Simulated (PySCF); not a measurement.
CHO2, charge +1, singlet, geometry from GFN2-xTB; B3LYP/cc-pVDZ run with PySCF.

Input for PySCF:
```python
from pyscf import gto, scf, dft

mol = gto.Mole()
mol.atom = '''
    O     1.213069   -0.144105   -0.061706
    C     0.108871   -0.000618   -0.021776
    O    -1.067401    0.077851    0.118837
    H    -1.818576    0.533738   -0.326392
'''
mol.basis = 'cc-pvdz'
mol.charge = 1
mol.spin = 0
mol.verbose = 4
mol.build()

mf = dft.RKS(mol)
mf.xc = 'b3lyp'
mf.grids.radi_method = dft.radi.delley
mf.kernel()
```

Task: Predict the main parts of the log of this PySCF run.

Result: 
```
PySCF version 2.14.0

[INPUT] verbose = 4
[INPUT] num. atoms = 4
[INPUT] num. electrons = 22
[INPUT] charge = 1
[INPUT] spin (= nelec alpha-beta = 2S) = 0
[INPUT] symmetry False subgroup None
[INPUT] Mole.unit = angstrom
[INPUT] Symbol           X                Y                Z      unit          X                Y                Z       unit  Magmom
[INPUT]  1 O      1.213069000000  -0.144105000000  -0.061706000000 AA    2.292368180200  -0.272318983180  -0.116607440242 Bohr   0.0
[INPUT]  2 C      0.108871000000  -0.000618000000  -0.021776000000 AA    0.205736372908  -0.001167850745  -0.041150676089 Bohr   0.0
[INPUT]  3 O     -1.067401000000   0.077851000000   0.118837000000 AA   -2.017095555087   0.147117068524   0.224569383465 Bohr   0.0
[INPUT]  4 H     -1.818576000000   0.533738000000  -0.326392000000 AA   -3.436610576707   1.008618642273  -0.616791489249 Bohr   0.0

nuclear repulsion = 66.1520043930633
number of shells = 18
number of NR pGTOs = 85
number of NR cGTOs = 47
basis = cc-pvdz
ecp = {}

******** <class 'pyscf.dft.rks.RKS'> ********
method = RKS
initial guess = minao
damping factor = 0
level_shift factor = 0
DIIS = <class 'pyscf.scf.diis.CDIIS'>
diis_start_cycle = 1
diis_space = 8
diis_damp = 0
SCF conv_tol = 1e-09
SCF conv_tol_grad = None
SCF max_cycles = 50
direct_scf = True
direct_scf_tol = 1e-13
XC library pyscf.dft.libxc version 7.1.2
    S. Lehtola, C. Steigemann, M. J. T. Oliveira, and M. A. L. Marques,  SoftwareX 7, 1–5 (2018)
XC functionals = b3lyp
    P. J. Stephens, F. J. Devlin, C. F. Chabalowski, and M. J. Frisch,  J. Phys. Chem. 98, 11623 (1994)
radial grids: B. Delley radial grids. Ref. JCP 104, 9848 (1996); DOI:10.1063/1.471749. log2 algorithm
becke partition: Becke, JCP 88, 2547 (1988); DOI:10.1063/1.454033
pruning grids: <function nwchem_prune>
grids dens level: 3
symmetrized grids: False
atomic radii adjust function: <function treutler_atomic_radii_adjust>
small_rho_cutoff = 0
Set gradient conv threshold to 3.16228e-05
Initial guess from minao.
tot grids = 55048
init E= -189.869507605908
  HOMO = -0.453236070104902  LUMO = -0.0394888130633837  gap/eV = 11.25864
cycle= 1 E= -188.667211399072  delta_E=  1.2  |g|= 0.833  |ddm|= 2.14
  HOMO = -0.645860720991055  LUMO = -0.307735095783252  gap/eV = 9.20087
cycle= 2 E= -188.127764928587  delta_E= 0.539  |g|= 1.89  |ddm|= 1.46
  HOMO = -0.693750429408801  LUMO = -0.313462520978424  gap/eV = 10.34816
cycle= 3 E= -188.785749263343  delta_E= -0.658  |g|= 0.348  |ddm|= 1.09
  HOMO = -0.70298280257865  LUMO = -0.306652031237937  gap/eV = 10.78471
cycle= 4 E= -188.807418472357  delta_E= -0.0217  |g|= 0.0785  |ddm|= 0.23
  HOMO = -0.700504962729384  LUMO = -0.304086936791512  gap/eV = 10.78708
cycle= 5 E= -188.808556030921  delta_E= -0.00114  |g|= 0.00614  |ddm|= 0.0415
  HOMO = -0.701126668646805  LUMO = -0.304187587567152  gap/eV = 10.80126
cycle= 6 E= -188.808562150751  delta_E= -6.12e-06  |g|= 0.00107  |ddm|= 0.00302
  HOMO = -0.700945634524957  LUMO = -0.303976230632613  gap/eV = 10.80209
cycle= 7 E= -188.808562388016  delta_E= -2.37e-07  |g|= 0.000239  |ddm|= 0.000791
  HOMO = -0.700992525556403  LUMO = -0.304015714340913  gap/eV = 10.80229
cycle= 8 E= -188.808562400063  delta_E= -1.2e-08  |g|= 3.03e-05  |ddm|= 0.000187
  HOMO = -0.700989567497773  LUMO = -0.304012915146859  gap/eV = 10.80228
cycle= 9 E= -188.808562400279  delta_E= -2.16e-10  |g|= 4.46e-06  |ddm|= 2.47e-05
  HOMO = -0.70099058834291  LUMO = -0.304013732923986  gap/eV = 10.80229
Extra cycle  E= -188.808562400284  delta_E= -5.12e-12  |g|= 2.81e-06  |ddm|= 5.57e-06
converged SCF energy = -188.808562400284
```
